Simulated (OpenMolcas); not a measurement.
A calculation on Tb IV.

```
Program             : OpenMolcas
Method              : MS-CASPT2, IPEA 0.25 Eh, imaginary shift 0.1 Eh (closed shells correlated: 5s 5p)
Basis               : ANO-RCC-VTZP [8s7p5d3f2g1h]
Scalar Hamiltonian  : DKH2, point nucleus
Active space        : 8 electrons in 7 orbitals (4f)
State averaging     : 2S+1 = 7 even, 7 roots; 2S+1 = 5 even, 140 roots (105 in the spin-orbit step); 2S+1 = 3 even, 259 roots kept (CI in the orbitals of an earlier block, 141 in the spin-orbit step); 2S+1 = 1 even, 121 roots kept (CI in the orbitals of an earlier block, 47 in the spin-orbit step)
Spin-orbit coupling : state interaction with AMFI integrals over the reference wave functions, term energies averaged over their components
```

**Question.** Which level of the active space comes out lowest?

**Answer.** 4f8 7F6, with 96 % of that term; it is also the measured ground level.

**Question.** How high does 4f8 5G5(1) lie?

**Answer.** 29420 cm-1 above the lowest level.

**Question.** How high does 4f8 5L10 lie?

**Answer.** 29320 cm-1 above the lowest level.

**Question.** How high does 4f8 7F3 lie?

**Answer.** 4440 cm-1 above the lowest level; measured 4292 cm-1 above the ground level, so the calculation is off by +4 %.

**Question.** The level at 28320 cm-1 has J = 6. What is it made of, and what is its g factor?

**Answer.** 73 % 4f8 5G6(1), 12 % 4f8 5H(1), 8 % 4f8 3H; g = 1.304, against 1.334 from Landé's formula for the pure leading term.

Measured values: Martin, Zalubas and Hagan, Atomic Energy Levels: The Rare-Earth Elements, NSRDS-NBS 60 (1978).

CASPT2 does not keep the components of a term degenerate, so their means are used; among the terms shown or strongly mixed into the levels shown the widest spread is 120 cm-1 (4f8 5H(1)). Blocks of more than 70 roots (2S+1 = 5 even, 3 even) ran without multistate coupling. High states are left out of the spin-orbit mixing, which shifts the levels that they would mix with. Measured partners are found by configuration, term and J. A level has none where our copy of the source lacks it or the pairing is in doubt (some pairs that miss far off the trend of their configuration count as doubtful), and it then counts in no deviation. Levels of configurations outside the active space are missing.

A number in round brackets counts repeated terms of one configuration in the order of the reference energies.
